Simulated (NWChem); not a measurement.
All runs are NWChem calculations. System: Cl3Ge, charge 0, spin multiplicity 2, at a geometry optimised with UB3LYP/def2-SVP. The structure started from a generated list of species. Its SCF solution wasn't tested for a lower state. Level: UHF/def2-TZVP.

NWChem printed:

```
             Northwest Computational Chemistry Package (NWChem) 7.3.0
             --------------------------------------------------------

                                NWChem Input Module
                                -------------------

 Scaling coordinates for geometry "geometry" by  1.889725989
 (inverse scale =  0.529177249)

 Turning off AUTOSYM since
 SYMMETRY directive was detected!

                             Geometry "geometry" -> ""
                             -------------------------

 Output coordinates in angstroms (scale by  1.889725989 to convert to a.u.)

  No.       Tag          Charge          X              Y              Z
 ---- ---------------- ---------- -------------- -------------- --------------
    1 Cl                  17.0000    -1.02572400    -0.29775100     1.77968600
    2 Ge                  32.0000    -0.00279800     0.46469400     0.00000000
    3 Cl                  17.0000    -1.02572400    -0.29775100    -1.77968600
    4 Cl                  17.0000     2.05671400    -0.27921700     0.00000000

 Effective nuclear repulsion energy (a.u.)     523.2900724276

            Nuclear Dipole moment (a.u.)
            ----------------------------
        X                 Y               Z
 ---------------- ---------------- ----------------
    -0.0000264562    -0.0000283459     0.0000000000

      Symmetry information
      --------------------

 Group name             Cs
 Group number              2
 Group order               2
 No. of unique centers     3

      Symmetry unique atoms

     1    2    4


 Summary of "ao basis" -> "" (spherical)
 ------------------------------------------------------------------------------
       Tag                 Description            Shells   Functions and Types
 ---------------- ------------------------------  ------  ---------------------
 *                         def2-tzvp                  on all atoms

 Summary of "ao basis" -> "ao basis" (spherical)
 ------------------------------------------------------------------------------
       Tag                 Description            Shells   Functions and Types
 ---------------- ------------------------------  ------  ---------------------
 Cl                        def2-tzvp                13       37   5s5p2d1f
 Ge                        def2-tzvp                16       48   6s5p4d1f

                                 NWChem SCF Module
                                 -----------------

  ao basis        = "ao basis"
  functions       =   159
  atoms           =     4
  alpha electrons =    42
  beta  electrons =    41
  charge          =   0.00
  wavefunction    = UHF
  use symmetry    = T
  symmetry adapt  = T

 Summary of "ao basis" -> "ao basis" (spherical)
 ------------------------------------------------------------------------------
       Tag                 Description            Shells   Functions and Types
 ---------------- ------------------------------  ------  ---------------------
 Cl                        def2-tzvp                13       37   5s5p2d1f
 Ge                        def2-tzvp                16       48   6s5p4d1f

      Symmetry analysis of basis
      --------------------------

        a'         94
        a"         65

 Forming initial guess at       0.2s

   Symmetry analysis of molecular orbitals - initial alpha
   -------------------------------------------------------

  Numbering of irreducible representations:

     1 a'          2 a"

  Orbital symmetries:

     1 a'          2 a'          3 a"          4 a'          5 a'
     6 a'          7 a"          8 a'          9 a"         10 a'
    11 a'         12 a"         13 a'         14 a'         15 a"
    16 a'         17 a'         18 a"         19 a'         20 a"
    21 a'         22 a'         23 a'         24 a"         25 a"
    26 a'         27 a'         28 a'         29 a"         30 a'
    31 a"         32 a'         33 a'         34 a"         35 a'
    36 a'         37 a"         38 a'         39 a"         40 a'
    41 a"         42 a'         43 a'         44 a'         45 a"
    46 a'         47 a"         48 a'         49 a'         50 a"
    51 a'         52 a"

   Symmetry analysis of molecular orbitals - initial beta
[...]
   142     -0.245435  4 Cl pz                19     -0.213646  1 Cl py
   104      0.213646  3 Cl py                20      0.209299  1 Cl pz

                     UHF Final Beta Molecular Orbital Analysis
                     -----------------------------------------

 Vector   39  Occ=1.000000D+00  E=-4.761622D-01  Symmetry=a"
              MO Center= -6.0D-01, -2.5D-01,  2.0D-12, r^2= 5.0D+00
   Bfn.  Coefficient  Atom+Function         Bfn.  Coefficient  Atom+Function
  ----- ------------  ---------------      ----- ------------  ---------------
    16      0.270596  1 Cl py               101     -0.270596  3 Cl py
    17      0.243912  1 Cl pz               102      0.243912  3 Cl pz
   139      0.201159  4 Cl pz                19      0.178506  1 Cl py
   104     -0.178506  3 Cl py                20      0.158367  1 Cl pz
   105      0.158367  3 Cl pz

 Vector   40  Occ=1.000000D+00  E=-4.761617D-01  Symmetry=a'
              MO Center=  6.0D-01, -2.4D-01, -2.0D-12, r^2= 5.0D+00
   Bfn.  Coefficient  Atom+Function         Bfn.  Coefficient  Atom+Function
  ----- ------------  ---------------      ----- ------------  ---------------
   138      0.314188  4 Cl py               137      0.256267  4 Cl px
    15      0.216347  1 Cl px               100      0.216347  3 Cl px
   141      0.207248  4 Cl py               140      0.166542  4 Cl px
    16     -0.155019  1 Cl py               101     -0.155019  3 Cl py

 Vector   41  Occ=1.000000D+00  E=-4.692356D-01  Symmetry=a"
              MO Center=  1.8D-03, -2.8D-01,  5.7D-15, r^2= 5.3D+00
   Bfn.  Coefficient  Atom+Function         Bfn.  Coefficient  Atom+Function
  ----- ------------  ---------------      ----- ------------  ---------------
   139      0.325940  4 Cl pz                15     -0.282254  1 Cl px
   100      0.282254  3 Cl px               142      0.215170  4 Cl pz
    18     -0.186330  1 Cl px               103      0.186330  3 Cl px
    17     -0.162949  1 Cl pz               102     -0.162949  3 Cl pz

 Vector   42  Occ=0.000000D+00  E=-3.377899D-02  Symmetry=a'
              MO Center= -4.2D-03,  7.0D-01, -2.7D-15, r^2= 3.9D+00
   Bfn.  Coefficient  Atom+Function         Bfn.  Coefficient  Atom+Function
  ----- ------------  ---------------      ----- ------------  ---------------
    43      0.822310  2 Ge s                 57      0.339757  2 Ge py
    42      0.336020  2 Ge s                 41     -0.204388  2 Ge s
    54      0.188865  2 Ge py                19     -0.185963  1 Cl py
   104     -0.185963  3 Cl py               141     -0.184319  4 Cl py
   140      0.183229  4 Cl px                20      0.157720  1 Cl pz

 Vector   43  Occ=0.000000D+00  E= 1.001323D-01  Symmetry=a'
              MO Center=  7.1D-05, -1.3D-02, -7.7D-14, r^2= 4.7D+00
   Bfn.  Coefficient  Atom+Function         Bfn.  Coefficient  Atom+Function
  ----- ------------  ---------------      ----- ------------  ---------------
    57      0.905757  2 Ge py                43     -0.704309  2 Ge s
    42     -0.419609  2 Ge s                140     -0.397376  4 Cl px
    20     -0.344460  1 Cl pz               105      0.344460  3 Cl pz
     5      0.316038  1 Cl s                 54      0.316582  2 Ge py
    90      0.316038  3 Cl s                127      0.316033  4 Cl s

 Vector   44  Occ=0.000000D+00  E= 1.376459D-01  Symmetry=a'
              MO Center= -5.8D-02,  5.1D-01, -2.5D-12, r^2= 5.2D+00
   Bfn.  Coefficient  Atom+Function         Bfn.  Coefficient  Atom+Function
  ----- ------------  ---------------      ----- ------------  ---------------
    56      1.345302  2 Ge px               127     -0.645644  4 Cl s
   140      0.456668  4 Cl px                 5      0.322819  1 Cl s
    90      0.322819  3 Cl s                 20     -0.319156  1 Cl pz
   105      0.319156  3 Cl pz                53      0.311860  2 Ge px
   141     -0.270280  4 Cl py

 center of mass
 --------------
 x =  -0.00023974 y =   0.03976613 z =   0.00000000

 moments of inertia (a.u.)
 ------------------
         879.633843597261          -4.222840307219           0.000000000000
          -4.222840307219        1582.038328953499           0.000000000000
           0.000000000000           0.000000000000         879.601859882663

  Mulliken analysis of the total density
  --------------------------------------

    Atom       Charge   Shell Charges
 -----------   ------   -------------------------------------------------------
    1 Cl  17    17.34   2.01  0.45  1.52  1.09  0.88  4.18  1.69  1.06  2.88  1.54  0.01  0.03  0.00
    2 Ge  32    30.98   2.00  2.00  1.16  0.80  0.88  0.38  5.98  4.42  1.58  1.06  0.35  8.94  1.08  0.13  0.17  0.06
    3 Cl  17    17.34   2.01  0.45  1.52  1.09  0.88  4.18  1.69  1.06  2.88  1.54  0.01  0.03  0.00
    4 Cl  17    17.34   2.01  0.45  1.52  1.09  0.88  4.18  1.69  1.06  2.88  1.54  0.01  0.03  0.00

  Mulliken analysis of the alpha density
  --------------------------------------

    Atom       Charge   Shell Charges
 -----------   ------   -------------------------------------------------------
    1 Cl  17     8.73   1.01  0.22  0.76  0.55  0.44  2.09  0.84  0.54  1.48  0.77  0.00  0.01  0.00
    2 Ge  32    15.82   1.00  1.00  0.59  0.39  0.53  0.26  2.99  2.21  0.79  0.64  0.24  4.46  0.54  0.07  0.09  0.03
    3 Cl  17     8.73   1.01  0.22  0.76  0.55  0.44  2.09  0.84  0.54  1.48  0.77  0.00  0.01  0.00
    4 Cl  17     8.73   1.01  0.22  0.76  0.55  0.44  2.09  0.84  0.54  1.48  0.77  0.00  0.01  0.00

   Mulliken analysis of the beta density
   -------------------------------------

    Atom       Charge   Shell Charges
 -----------   ------   -------------------------------------------------------
    1 Cl  17     8.61   1.01  0.22  0.76  0.54  0.44  2.09  0.85  0.51  1.40  0.77  0.00  0.01  0.00
    2 Ge  32    15.16   1.00  1.00  0.58  0.41  0.36  0.12  2.99  2.20  0.79  0.42  0.11  4.48  0.54  0.06  0.08  0.03
    3 Cl  17     8.61   1.01  0.22  0.76  0.54  0.44  2.09  0.85  0.51  1.40  0.77  0.00  0.01  0.00
    4 Cl  17     8.61   1.01  0.22  0.76  0.54  0.44  2.09  0.85  0.51  1.40  0.77  0.00  0.01  0.00

   Mulliken analysis of the spin density
   -------------------------------------

    Atom       Charge   Shell Charges
 -----------   ------   -------------------------------------------------------
    1 Cl  17     0.11   0.00  0.00 -0.00  0.00 -0.00  0.01 -0.00  0.03  0.08  0.00 -0.00 -0.00  0.00
    2 Ge  32     0.67   0.00  0.00  0.01 -0.01  0.17  0.14  0.00  0.01 -0.01  0.21  0.14 -0.01  0.01  0.01  0.01  0.00
    3 Cl  17     0.11   0.00  0.00 -0.00  0.00 -0.00  0.01 -0.00  0.03  0.08  0.00 -0.00 -0.00  0.00
    4 Cl  17     0.11   0.00  0.00 -0.00  0.00 -0.00  0.01 -0.00  0.03  0.08  0.00 -0.00 -0.00  0.00

       Multipole analysis of the density wrt the origin
       ------------------------------------------------

     L   x y z        total         alpha         beta         nuclear
     -   - - -        -----         -----         ----         -------
     0   0 0 0     -0.000000    -42.000000    -41.000000     83.000000

     1   1 0 0     -0.003821      0.002782     -0.006576     -0.000026
     1   0 1 0      0.633147     -0.460961      1.094137     -0.000028
     1   0 0 1      0.000000      0.000000      0.000000      0.000000

     2   2 0 0    -43.147825   -215.845817   -211.845688    384.543680
     2   1 1 0     -0.020170     -1.038834     -1.051708      2.070372
     2   1 0 1     -0.000000     -0.000000     -0.000000      0.000000
     2   0 2 0    -39.793740    -43.052679    -36.914624     40.173563
     2   0 1 1     -0.000000     -0.000000     -0.000000      0.000000
     2   0 0 2    -43.147928   -215.853675   -211.853587    384.559334

 Task  times  cpu:       16.6s     wall:       16.6s

 Total times  cpu:       16.6s     wall:       16.6s
```

Task: Write an NWChem input that would produce this output.

Result: One answer among several that fit: 
```
start mol
memory heap 200 mb stack 900 mb global 1100 mb
geometry units angstroms nocenter noautoz
  Cl    -1.025724    -0.297751     1.779686
  Ge    -0.002798     0.464694     0.000000
  Cl    -1.025724    -0.297751    -1.779686
  Cl     2.056714    -0.279217     0.000000
  symmetry group Cs
end
basis spherical
  * library def2-tzvp
end
scf
  uhf
  nopen 1
  maxiter 100
  thresh 1e-7
  semidirect memsize 60000000 filesize 0
  # guess.movecs holds the orbitals of an unrestricted PBE0 run
  vectors input guess.movecs output mol.movecs
end
task scf energy
```
